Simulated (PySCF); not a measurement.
PySCF input (MN15/def2-TZVPD):

```python
from pyscf import gto, scf, dft

mol = gto.M(
    atom='''
    Ge    0.00094833   -0.00118881    0.07714831
    H    -1.34644060   -0.20077094   -0.80977806
    H     0.84269039   -1.03780013   -0.84958551
    H     0.47340378    1.27661299   -0.80938241
    ''',
    basis='def2-tzvpd',
    charge=-1,
    spin=0,
    verbose=4,
)

mf = dft.RKS(mol, xc='mn15').density_fit(auxbasis='def2-universal-jkfit')
mf.grids.level = 4
mf.conv_tol = 1e-9
mf.max_cycle = 100
mf.max_memory = 1500
mf.kernel()
if not mf.converged:
    mf = mf.newton()
    mf.kernel(mf.make_rdm1())
mf.analyze()
```

Output:

```
PySCF version 2.14.0

[INPUT] verbose = 4
[INPUT] num. atoms = 4
[INPUT] num. electrons = 36
[INPUT] charge = -1
[INPUT] spin (= nelec alpha-beta = 2S) = 0
[INPUT] symmetry False subgroup None
[INPUT] Mole.unit = angstrom
[INPUT] Symbol           X                Y                Z      unit          X                Y                Z       unit  Magmom
[INPUT]  1 Ge     0.000948330000  -0.001188810000   0.077148310000 AA    0.001792083976  -0.002246525314   0.145789176873 Bohr   0.0
[INPUT]  2 H     -1.346440600000  -0.200770940000  -0.809778060000 AA   -2.544403976995  -0.379402090371  -1.530258755082 Bohr   0.0
[INPUT]  3 H      0.842690390000  -1.037800130000  -0.849585510000 AA    1.592454044903  -1.961158017738  -1.605483933299 Bohr   0.0
[INPUT]  4 H      0.473403780000   1.276612990000  -0.809382410000 AA    0.894603490534   2.412448918162  -1.529511084940 Bohr   0.0

nuclear repulsion = 31.9317139724514
number of shells = 33
number of NR pGTOs = 139
number of NR cGTOs = 81
basis = def2-tzvpd
ecp = {}

******** <class 'pyscf.df.df_jk.DFRKS'> ********
method = DFRKS
initial guess = minao
damping factor = 0
level_shift factor = 0
DIIS = <class 'pyscf.scf.diis.CDIIS'>
diis_start_cycle = 1
diis_space = 8
diis_damp = 0
SCF conv_tol = 1e-09
SCF conv_tol_grad = None
SCF max_cycles = 100
direct_scf = False
XC library pyscf.dft.libxc version 7.1.2
    S. Lehtola, C. Steigemann, M. J. T. Oliveira, and M. A. L. Marques,  SoftwareX 7, 1–5 (2018)
XC functionals = mn15
    H. S. Yu, X. He, S. L. Li, and D. G. Truhlar,  Chem. Sci. 7, 5032–5051 (2016)
    H. S. Yu, X. He, S. L. Li, and D. G. Truhlar,  Chem. Sci. 7, 5032–5051 (2016)
radial grids:
    Treutler-Ahlrichs [JCP 102, 346 (1995); DOI:10.1063/1.469408] (M4) radial grids

becke partition: Becke, JCP 88, 2547 (1988); DOI:10.1063/1.454033
pruning grids: <function nwchem_prune>
grids dens level: 4
symmetrized grids: False
atomic radii adjust function: <function treutler_atomic_radii_adjust>
small_rho_cutoff = 0
Set gradient conv threshold to 3.16228e-05
Initial guess from minao.
tot grids = 77312
******** <class 'pyscf.df.df.DF'> ********
auxbasis = def2-universal-jkfit
init E= -2078.14183677374
  HOMO = -0.209187561441249  LUMO = 0.0252552509042907  gap/eV = 6.37951
cycle= 1 E= -2079.06063055722  delta_E= -0.919  |g|= 0.797  |ddm|= 1.73
  HOMO = 0.000479932945872008  LUMO = 0.216303510179708  gap/eV = 5.87286
cycle= 2 E= -2079.06869869041  delta_E= -0.00807  |g|= 0.83  |ddm|=  1.3
  HOMO = -0.00449866031665547  LUMO = 0.209551527663256  gap/eV = 5.82460
cycle= 3 E= -2079.10729300869  delta_E= -0.0386  |g|= 0.0494  |ddm|= 0.378
  HOMO = -0.0201563040253134  LUMO = 0.200574685203525  gap/eV = 6.00640
cycle= 4 E= -2079.10791602295  delta_E= -0.000623  |g|= 0.012  |ddm|= 0.151
  HOMO = -0.0207774660291271  LUMO = 0.198412576800552  gap/eV = 5.96446
cycle= 5 E= -2079.10796418408  delta_E= -4.82e-05  |g|= 0.00247  |ddm|= 0.102
  HOMO = -0.0214252683923553  LUMO = 0.197848400389401  gap/eV = 5.96674
cycle= 6 E= -2079.10796643111  delta_E= -2.25e-06  |g|= 0.000602  |ddm|= 0.0216
  HOMO = -0.0214421903742013  LUMO = 0.197740921032337  gap/eV = 5.96428
cycle= 7 E= -2079.10796660515  delta_E= -1.74e-07  |g|= 0.000104  |ddm|= 0.00356
  HOMO = -0.0214700662375611  LUMO = 0.197715303564744  gap/eV = 5.96434
cycle= 8 E= -2079.10796661535  delta_E= -1.02e-08  |g|= 2.1e-05  |ddm|= 0.00133
  HOMO = -0.0214691263346038  LUMO = 0.197715824342295  gap/eV = 5.96433
cycle= 9 E= -2079.10796661644  delta_E= -1.08e-09  |g|= 5.02e-06  |ddm|= 0.000614
  HOMO = -0.0214689146085645  LUMO = 0.197716154383711  gap/eV = 5.96433
cycle= 10 E= -2079.1079666165  delta_E= -6.28e-11  |g|= 3.78e-07  |ddm|= 0.000204
  HOMO = -0.0214688467977133  LUMO = 0.197716216141041  gap/eV = 5.96433
Extra cycle  E= -2079.10796661648  delta_E= 2.14e-11  |g|= 1.17e-07  |ddm|= 8.56e-06
converged SCF energy = -2079.10796661648
**** SCF Summaries ****
Total Energy =                       -2079.107966616477825
Nuclear Repulsion Energy =              31.931713972451355
One-electron Energy =                -2967.509544380408443
Two-electron Energy =                  856.469863791479384
Two-electron Coulomb Energy =          936.972074505293790
DFT Exchange-Correlation Energy =      -80.502210713814350
HOMO-LUMO gap [eV] =                     5.964329357444435
**** MO energy ****
MO #1   energy= -395.939746653591  occ= 2
MO #2   energy= -48.4701699615213  occ= 2
MO #3   energy= -43.7340599818525  occ= 2
MO #4   energy= -43.7340599772183  occ= 2
MO #5   energy= -43.7322399003108  occ= 2
MO #6   energy= -5.67368106739106  occ= 2
MO #7   energy= -4.07094634561578  occ= 2
MO #8   energy= -4.07094633829393  occ= 2
MO #9   energy= -4.06685750535389  occ= 2
MO #10  energy= -1.02057673776685  occ= 2
MO #11  energy= -1.02057667378982  occ= 2
MO #12  energy= -1.01741094575878  occ= 2
MO #13  energy= -1.01741091118916  occ= 2
MO #14  energy= -1.01556751804449  occ= 2
MO #15  energy= -0.325403805417305 occ= 2
MO #16  energy= -0.118093925855981 occ= 2
MO #17  energy= -0.118093904214037 occ= 2
MO #18  energy= -0.0214688467977133 occ= 2
MO #19  energy= 0.197716216141041  occ= 0
MO #20  energy= 0.233101908702311  occ= 0
MO #21  energy= 0.233102030831409  occ= 0
MO #22  energy= 0.278167670250395  occ= 0
MO #23  energy= 0.279452066980521  occ= 0
MO #24  energy= 0.279452197850646  occ= 0
MO #25  energy= 0.308759979337443  occ= 0
MO #26  energy= 0.308760090004439  occ= 0
MO #27  energy= 0.341287924053887  occ= 0
MO #28  energy= 0.379898305350402  occ= 0
MO #29  energy= 0.379898577787669  occ= 0
MO #30  energy= 0.391761781391841  occ= 0
MO #31  energy= 0.442383931209388  occ= 0
MO #32  energy= 0.442384256368049  occ= 0
MO #33  energy= 0.453737610083052  occ= 0
MO #34  energy= 0.461281778357209  occ= 0
MO #35  energy= 0.463284349568007  occ= 0
MO #36  energy= 0.463284390297177  occ= 0
MO #37  energy= 0.573115675510618  occ= 0
MO #38  energy= 0.575875208778458  occ= 0
MO #39  energy= 0.575875324923515  occ= 0
MO #40  energy= 0.711853036566507  occ= 0
MO #41  energy= 0.711853232328034  occ= 0
MO #42  energy= 0.712114464107492  occ= 0
MO #43  energy= 0.763842018833789  occ= 0
MO #44  energy= 0.76735106366369   occ= 0
MO #45  energy= 0.767352249682015  occ= 0
MO #46  energy= 0.829081673506274  occ= 0
MO #47  energy= 0.829082437737861  occ= 0
MO #48  energy= 0.981602599601675  occ= 0
MO #49  energy= 1.23854862694039   occ= 0
MO #50  energy= 1.2385486875526    occ= 0
MO #51  energy= 1.27126852069679   occ= 0
MO #52  energy= 1.28198571570224   occ= 0
MO #53  energy= 1.28259503335641   occ= 0
MO #54  energy= 1.32256205445557   occ= 0
MO #55  energy= 1.32256273639416   occ= 0
MO #56  energy= 1.38405400566328   occ= 0
MO #57  energy= 1.38405461211912   occ= 0
MO #58  energy= 1.41250446332598   occ= 0
MO #59  energy= 1.43701106874405   occ= 0
MO #60  energy= 1.43701154204554   occ= 0
MO #61  energy= 1.95128317884048   occ= 0
MO #62  energy= 1.95128674753583   occ= 0
MO #63  energy= 1.968067363472     occ= 0
MO #64  energy= 2.08589373428813   occ= 0
MO #65  energy= 2.15957917100015   occ= 0
MO #66  energy= 2.15958625590703   occ= 0
MO #67  energy= 2.41271334835995   occ= 0
MO #68  energy= 2.60348270389382   occ= 0
MO #69  energy= 2.60348427814575   occ= 0
MO #70  energy= 2.83702554159448   occ= 0
MO #71  energy= 2.83702864156864   occ= 0
MO #72  energy= 2.8491808156074    occ= 0
MO #73  energy= 2.94376300210116   occ= 0
MO #74  energy= 2.94376325136908   occ= 0
MO #75  energy= 2.94382294177225   occ= 0
MO #76  energy= 3.10146420872204   occ= 0
MO #77  energy= 3.10146542339518   occ= 0
MO #78  energy= 4.16187238889874   occ= 0
MO #79  energy= 4.44391968810335   occ= 0
MO #80  energy= 4.44392051630266   occ= 0
MO #81  energy= 5.67210463662267   occ= 0
 ** Mulliken pop on meta-lowdin orthogonal AOs  **
 ** Mulliken pop  **
pop of  0 Ge 1s           1.99997
pop of  0 Ge 2s           1.99932
pop of  0 Ge 3s           1.99654
pop of  0 Ge 4s           1.53693
pop of  0 Ge 5s           0.00708
pop of  0 Ge 6s           0.00281
pop of  0 Ge 7s           0.00127
pop of  0 Ge 2px          1.99996
pop of  0 Ge 2py          1.99996
pop of  0 Ge 2pz          1.99996
pop of  0 Ge 3px          1.99954
pop of  0 Ge 3py          1.99954
pop of  0 Ge 3pz          1.99962
pop of  0 Ge 4px          0.80063
pop of  0 Ge 4py          0.80067
pop of  0 Ge 4pz          1.36030
pop of  0 Ge 5px          0.00059
pop of  0 Ge 5py          0.00059
pop of  0 Ge 5pz          0.01290
pop of  0 Ge 6px          0.00027
pop of  0 Ge 6py          0.00027
pop of  0 Ge 6pz          0.00201
pop of  0 Ge 3dxy         1.99936
pop of  0 Ge 3dyz         1.99935
pop of  0 Ge 3dz^2        1.99953
pop of  0 Ge 3dxz         1.99935
pop of  0 Ge 3dx2-y2      1.99935
pop of  0 Ge 4dxy         0.00120
pop of  0 Ge 4dyz         0.00326
pop of  0 Ge 4dz^2        0.00079
pop of  0 Ge 4dxz         0.00323
pop of  0 Ge 4dx2-y2      0.00132
pop of  0 Ge 5dxy         0.00053
pop of  0 Ge 5dyz         0.00138
pop of  0 Ge 5dz^2        0.00016
pop of  0 Ge 5dxz         0.00137
pop of  0 Ge 5dx2-y2      0.00058
pop of  0 Ge 6dxy         0.00006
pop of  0 Ge 6dyz         0.00008
pop of  0 Ge 6dz^2        0.00012
pop of  0 Ge 6dxz         0.00008
pop of  0 Ge 6dx2-y2      0.00006
pop of  0 Ge 7dxy         0.00023
pop of  0 Ge 7dyz         0.00017
pop of  0 Ge 7dz^2        0.00060
pop of  0 Ge 7dxz         0.00017
pop of  0 Ge 7dx2-y2      0.00025
pop of  0 Ge 4f-3         0.00004
pop of  0 Ge 4f-2         0.00002
pop of  0 Ge 4f-1         0.00003
pop of  0 Ge 4f+0         0.00029
pop of  0 Ge 4f+1         0.00003
pop of  0 Ge 4f+2         0.00003
pop of  0 Ge 4f+3         0.00016
pop of  1 H 1s            1.14391
pop of  1 H 2s            0.00090
pop of  1 H 3s            0.00037
pop of  1 H 2px           0.00064
pop of  1 H 2py           0.00015
pop of  1 H 2pz           0.00282
pop of  1 H 3px           0.00286
pop of  1 H 3py           0.00007
pop of  1 H 3pz           0.00363
pop of  2 H 1s            1.14391
pop of  2 H 2s            0.00090
pop of  2 H 3s            0.00037
pop of  2 H 2px           0.00032
pop of  2 H 2py           0.00041
pop of  2 H 2pz           0.00289
pop of  2 H 3px           0.00111
pop of  2 H 3py           0.00167
pop of  2 H 3pz           0.00378
pop of  3 H 1s            1.14391
pop of  3 H 2s            0.00090
pop of  3 H 3s            0.00037
pop of  3 H 2px           0.00020
pop of  3 H 2py           0.00060
pop of  3 H 2pz           0.00282
pop of  3 H 3px           0.00035
pop of  3 H 3py           0.00258
pop of  3 H 3pz           0.00363
 ** Mulliken atomic charges  **
charge of    0Ge =     -0.53393
charge of    1H =     -0.15536
charge of    2H =     -0.15536
charge of    3H =     -0.15536

WARN: System has nonzero charge -1; the dipole moment is origin-dependent.
Location of origin: [0. 0. 0.]

Dipole moment(X, Y, Z, Debye):  0.01045, -0.01310,  0.85057
```
